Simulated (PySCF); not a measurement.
## From orbital energies to excitation energies

C₅H₁₂FSi (charge +1).
Structure used (GFN2-xTB), in Å, numbered top down from 1:
```
atom  x, y, z in Å
C1    -2.7648   -0.4337   -0.0282
C2    -1.4924    0.3615   -0.2045
F3    -0.9378    0.6438    1.0597
C4    -0.3911   -0.3822   -0.9813
Si5    1.2238    0.0042   -0.0515
C6     2.0511    1.6671   -0.3513
C7     1.8016   -1.2621    1.2127
H8    -3.2037   -0.6406   -0.9997
H9    -3.4798    0.1321    0.5640
H10   -2.5625   -1.3733    0.4805
H11   -1.6934    1.3448   -0.6405
H12   -0.6006   -1.4555   -0.9699
H13   -0.3932   -0.0717   -2.0262
H14    1.7735    2.1012   -1.3134
H15    3.1375    1.5905   -0.3236
H16    1.7609    2.3799    0.4219
H17    0.9769   -1.5808    1.8524
H18    2.2032   -2.1545    0.7323
H19    2.5808   -0.8614    1.8605
```

Theory: TDDFT B3LYP/def2-SVPD, vertical, gas phase, core orbitals frozen in the response in PySCF 2.14.0, density-fitted response routines.

Orbital energies (eV): HOMO-3 -14.31, HOMO-2 -14.28, HOMO-1 -13.59, HOMO -13.44, LUMO -7.36, LUMO+1 -4.36, LUMO+2 -3.23.

Computed singlets:

```csv
state,E (eV),f
S1,5.01,0.021
S2,5.25,0.0033
S3,5.72,0.0031
S4,5.91,0.0002
S5,6.69,0.025
S6,6.85,0.0049
S7,7.28,0.0094
S8,7.63,0.030
```

Q: Assign a leading configuration to S1 and S2 and set E beside the orbital difference Δε.

A: 

```tsv
state	leading configuration	weight	Δε (eV)	E (eV)	E − Δε (eV)	f	other configurations
S1	HOMO→LUMO	0.93	6.08	5.01	-1.08	0.021	–
S2	HOMO-1→LUMO	0.91	6.23	5.25	-0.98	0.0033	–
```

E − Δε runs from -1.08 to -0.98 eV. Among themselves, these states come in the order of their orbital differences.

H and L stand for HOMO and LUMO. The other states: S3 5.72 eV, f 0.0031, H-3→L (55%), H-2→L (37%); S4 5.91 eV, f 0.0002, H-2→L (57%), H-3→L (38%); S5 6.69 eV, f 0.025, H-4→L (95%); S6 6.85 eV, f 0.0049, H-5→L (95%); S7 7.28 eV, f 0.0094, H-6→L (94%); S8 7.63 eV, f 0.030, H-7→L (71%), H-9→L (20%).

Q: Which computed triplets share their leading configuration (75% or more) with a singlet, and how far apart are the partners?

A: 

```json
{"configuration": "HOMO→LUMO", "triplet": "T1", "E(T) (eV)": "4.63", "singlet": "S1", "E(S) (eV)": "5.01", "E(S) − E(T) (eV)": "+0.38"}
```

The 3 triplets are Tamm–Dancoff values, the singlets full response.

Summed over the main configurations (up to three a state, each over 8%) of all 8 singlets, the electron leaves HOMO-5 with weight 0.95, HOMO-4 with weight 0.95, HOMO-6 with weight 0.94 and HOMO-2 with weight 0.94.

The run took 49 s on one thread, Arm Neoverse V2 (shared host).

One conformer stands for the species.
